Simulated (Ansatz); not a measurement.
Correlation energies of CH4GeOS, SMILES `C[O][Ge][SH]` by basis set

```tsv
atom	x (Å)	y (Å)	z (Å)
C1	-0.034	-0.971	0.312
O2	-0.941	-0.500	-0.649
Ge3	-1.139	1.106	-1.388
S4	0.488	2.334	-0.394
H5	1.003	-0.886	-0.033
H6	-0.132	-0.432	1.262
H7	-0.246	-2.027	0.497
H8	1.001	1.375	0.393
```

The species carries charge 0 and has multiplicity 1. Correlated methods include outer-core shells of Ge, which these sets cover unevenly. Scalar relativity is left out up to krypton. The structure was optimised at the PBE0-D4/def2-TZVP level. It is one conformer, not always the lowest. Frozen core, restricted reference, Ansatz.

| basis | HF (Eh) | MP2 corr. | CCSD corr. | (T) | CCSD(T) total |
| --- | --- | --- | --- | --- | --- |
| def2-SVP | ? | ? | -0.70263 | ? | ? |
| def2-TZVPP | ? | -0.82221 | -0.85151 | -0.03681 | ? |
| def2-QZVPP | -2588.11250 | -1.13321 | – | – | – |

Question: Fill in the withheld values. (Best estimate.)

Answer: Ansatz gave: def2-SVP HF (Eh): -2587.50991; def2-SVP MP2 corr.: -0.66968; def2-SVP (T): -0.02176; def2-SVP CCSD(T) total: -2588.23430; def2-TZVPP HF (Eh): -2588.05355; def2-TZVPP CCSD(T) total: -2588.94187.
